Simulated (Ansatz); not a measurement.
All numbers were calculated with Ansatz.

Basis-set series for `N[SiH2][GeH2][NH2]`. Charge 0, multiplicity 1. The structure was optimised at the PBE0-D4/def2-TZVP level. It is one conformer, not always the lowest.

```tsv
functional	basis	functions	energy (Eh)	HOMO (eV)	LUMO (eV)
PBE0-D4	def2-SVP	118	-2479.88919	-6.21	0.22
PBE0-D4	def2-TZVPP	264	-2480.39720	-6.44	-0.20
ωB97M-V	def2-SVP	118	-2480.19349	-8.31	1.98
ωB97M-V	def2-TZVPP	264	-2480.70781	-8.56	1.36
```

**Question.** Give the rows for def2-QZVPP. (Best estimate.)

**Answer.** The calculation gave: 
```json
{"functional": "PBE0-D4", "basis": "def2-QZVPP", "functions": "513", "energy (Eh)": "-2480.45969", "HOMO (eV)": "-6.49", "LUMO (eV)": "-0.37"}
{"functional": "ωB97M-V", "basis": "def2-QZVPP", "functions": "513", "energy (Eh)": "-2480.76826", "HOMO (eV)": "-8.60", "LUMO (eV)": "1.05"}
```

Positive LUMOs are unbound and depend on the basis. Scalar relativity is left out up to krypton.
